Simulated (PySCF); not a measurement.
**Computed data sheet: `[CH3][GeH-][PH2]`**

Species: CH6GeP (charge -1).
Geometry (PBE0-D3(BJ)/def2-SVP, Å), atoms numbered from 1 in this order:
```xyz
9
CH6GeP angstrom
C     -1.490    0.169    0.242
Ge    -0.003   -0.559   -0.979
P      1.800    0.312    0.452
H     -2.448   -0.324   -0.009
H     -1.627    1.251    0.067
H     -1.295    0.019    1.317
H      0.106   -1.978   -0.204
H      2.869   -0.390   -0.202
H      2.084    1.508   -0.295
```

From PBE0-D3(BJ)/def2-SVP geometry optimisation, gas phase (PySCF):

* Rotational constants A, B, C: 8.223, 3.039, 2.346 GHz

**KT2/pcSseg-2 ground state and GIAO shieldings, non-relativistic (PySCF)**

* HOMO energy: 0.48 eV
* LUMO energy: 3.68 eV
* HOMO–LUMO gap: 3.20 eV
* 13C chemical shifts (computed TMS as zero) by class: 5.5 (C1) ppm
* 1H chemical shifts (computed TMS as zero) by class: 3.92 (H7), 1.06 (H8/H9), 0.09 (H4/H5/H6) ppm
* Isotropic shieldings of nuclei other than C and H, by class: 528 (P3), 1542 (Ge2) ppm

**delta-SCF UKS SCAN, pcX-2 on the ionised atom, pcseg-1 elsewhere, spin-free X2C; 2p3/2 from a spin–orbit splitting computed afterwards within the 2p shell (PySCF)**

* Core binding energies: P2p3/2 130.5 (P3), C1s 284.8 (C1), P1s 2144.1 (P3) eV

Monoisotopic mass of the ion (most abundant isotopes, electron mass counted): 122.9424 u.

With B = h/(8π²I), that is 505.379 GHz u Å² over I, the principal moments of inertia are 61.5, 166.3 and 215.4 u Å² (most abundant isotopes). The rotational constants make it an asymmetric top with κ = (2B − A − C)/(A − C) = -0.76, nearer the prolate limit (−1).

 The calculation (core ionisation apart) is non-relativistic and has no spin–orbit coupling, an omission that weighs most on germanium. Atoms bound to Ge lack the heavy atom's spin–orbit term in their shielding, so their NMR values are less reliable. NMR classes are plain means over equivalent atoms (diastereotopic ones count apart unless rotation or inversion swaps them), as if these changed places fast; in this geometry the members of some classes differ. The HOMO energy is positive, so at this level the finite basis confines the outermost electrons. No diffuse functions stand in pcSseg-2, which bears on an anion's orbital energies.

One conformer stands for the species.
